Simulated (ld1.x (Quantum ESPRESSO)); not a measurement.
Plane-wave convergence, PAW potential for As (Z = 33)

```json
{
  "Element": "arsenic (As)",
  "Generator": "ld1.x (Quantum ESPRESSO) 7.5",
  "Type": "PAW",
  "Functional": "LDA (PZ)",
  "Relativity": "scalar-relativistic",
  "Frozen core": "[Ar]",
  "Valence charge": "15",
  "Reference configuration": "3d10 4s2 4p1.5 (charge +1.5)",
  "Partial waves": "4s (bound): rcut 1.25, rcutus 1.65 bohr; 4s channel at 1.15 Ry: rcut 1.25, rcutus 1.65 bohr; 4p (bound): rcut 1.35, rcutus 1.55 bohr; 4p channel at -0.3 Ry: rcut 1.35, rcutus 1.55 bohr; 3d (bound): rcut 1.05, rcutus 1.15 bohr; 3d channel at -3.05 Ry: rcut 1.05, rcutus 1.15 bohr",
  "Local potential": "all-electron potential smoothed inside 1.35 bohr (lloc = -1)",
  "Core correction": "Bessel-smoothed model core, default radius (core density twice the valence density)",
  "Augmentation charge": "BESSEL, radius 1.00 bohr"
}
```

The pseudo-atom Hamiltonian at the reference potential is diagonalised in spherical Bessel functions j_l(qr) that vanish at 20 bohr, with q² up to the cutoff. All-electron valence levels (Ry): 4s -2.0991, 4p -1.3320, 3d -4.1354.

How do the lowest levels (Ry) of each channel move with the cutoff, and are there ghosts?

```tsv
cutoff (Ry)	s #1	s #2	p #1	p #2	d #1	f #1	Σ f·Δε (mRy)
8	-2.0875	-0.5574	-1.3264	-0.3864	-0.6285	-0.1573	35100.4
21	-2.0987	-0.5625	-1.3312	-0.3873	-1.5882	-0.1574	25474.2
45	-2.0990	-0.5625	-1.3320	-0.3875	-3.7647	-0.1574	3707.2
80	-2.0991	-0.5625	-1.3320	-0.3875	-4.1322	-0.1574	32.6
140	-2.0991	-0.5625	-1.3320	-0.3875	-4.1352	-0.1574	1.8
260	-2.0991	-0.5625	-1.3320	-0.3875	-4.1354	-0.1574	0.2
400	-2.0991	-0.5625	-1.3320	-0.3875	-4.1354	-0.1574	0.0
```

Result: no extra level below or beside the all-electron valence levels (s, p, d, f tested); 10 mRy is reached at 120 Ry and 1 mRy at 200 Ry.
